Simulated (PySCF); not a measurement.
**Steps of a relaxation of [Yb(OH)2]+**

[Yb(OH)2]+ (singlet in the valence; each metal's 4f electrons, 13 of them, lie in its core potential, out of spins and levels; a saddle point, relaxed within its symmetry). PySCF 2.14.0, RKS r2SCAN, Yb lcecp-1-SVP with ECP59, O def2-SVP, H def2-SVP; non-relativistic Hamiltonian with scalar-relativistic core potentials where named; density fitting; no spin-orbit coupling. Origin of the start: template. Columns: position (Å) and force (eV/Å). Energies are counted from the last step; some of the 7 steps are shown. Forces carry noise of the integration grid, about 0.01 to 0.03 eV/Å.

Run from Python with OMP_NUM_THREADS=2. Where DIIS fails, smearing, a level shift and second-order steps follow.
It took 12 s on 2 threads of AMD EPYC 9R45 96-Core Processor (Zen 5), with other jobs on the host, from the converged density of the start.

```xyz
5
step 0  E = 0.632 eV
Yb    0.0000    0.0000    0.0000     0.00    0.00    0.00
O     0.0000    0.0000    2.1098     0.00    0.46   -3.05
H     0.0000    0.3500    3.0098     0.00   -0.32    0.02
O     0.0000    0.0000   -2.1098     0.00   -0.46    3.05
H     0.0000   -0.3500   -3.0098     0.00    0.32   -0.02
```

```xyz
5
step 2  E = 0.069 eV
Yb    0.0000    0.0000    0.0000     0.00    0.00    0.00
O     0.0000    0.0667    1.9457     0.00    0.51    0.85
H     0.0000    0.2897    2.8893     0.00   -0.34   -0.19
O     0.0000   -0.0667   -1.9457     0.00   -0.51   -0.85
H     0.0000   -0.2897   -2.8893     0.00    0.34    0.19
```

```xyz
5
step 4  E = 0.003 eV
Yb    0.0000    0.0000    0.0000     0.00    0.00    0.00
O     0.0000    0.1480    1.9601     0.00    0.07    0.34
H     0.0000    0.2389    2.9268     0.00   -0.06   -0.36
O     0.0000   -0.1480   -1.9601     0.00   -0.07   -0.34
H     0.0000   -0.2389   -2.9268     0.00    0.06    0.36
```

Task: Where does the relaxation end?

Result: It converges at step 6 in D∞h:
```xyz
5
step 6  E = 0
Yb    0.0000    0.0000    0.0000
O     0.0000    0.1562    1.9591
H     0.0000    0.2329    2.9200
O     0.0000   -0.1562   -1.9591
H     0.0000   -0.2329   -2.9200
```

Task: How did the contacts change?

Result: 
```csv
contact,start (Å),end (Å)
Yb1–O2 (OH),2.110,1.965
Yb1–O4 (OH),2.110,1.965
```


An lcecp potential fixes the number of 4f electrons, so in runs with it no electron can move into or out of that shell.
